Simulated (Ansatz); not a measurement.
Consider the ligand exchange at the Al–F bond: `[F][Al]([F])[F]` + HI → `[F][Al]([F])[I]` + H–F.

Program: Ansatz. Geometries: PBE0-D4/def2-TZVP. ΔE: electronic, gas phase. CBS: MP2 limit from def2 TZ/QZ plus the TZ coupled-cluster correction, frozen cores. This one scheme is used for every species. DFT in def2-TZVPP. B3LYP here is the variant with VWN-RPA as its local correlation; programs differ in this. Elements past krypton have def2 core potentials. For I outer-core shells are correlated without core-valence functions, which leaves a few kJ/mol of doubt a bond.

CCSD(T)/CBS gives +26.5 kJ/mol.

Problem. Another level gave +39.6 kJ/mol. Which?
A. CCSD/def2-TZVPP
B. B3LYP/def2-TZVPP
C. PBE/def2-TZVPP
D. ωB97X-V/def2-TZVPP

Solution. B. B3LYP 39.6, PBE 26.6, ωB97X-V 31.4, CCSD/def2-TZVPP 35.5 kJ/mol.

Largest T1 diagnostic among the species: 0.013.

From r2SCAN to r2SCAN0 (25 % exact exchange), in def2-TZVPP and without D4, ΔE moves by −4.2 kJ/mol. The D4 term adds −5.4 kJ/mol with B3LYP and −2.9 kJ/mol with PBE0; it sums over pairs of atoms, weighted by their polarisabilities, and B3LYP, whose exchange is more repulsive, gets the larger term. Leaving LDA and LC-ωPBE aside and taking each functional with its dispersion term where it has one, the values, not all of them listed here, spread over 20.3 kJ/mol, from HSE06-D4 to B97M-V.
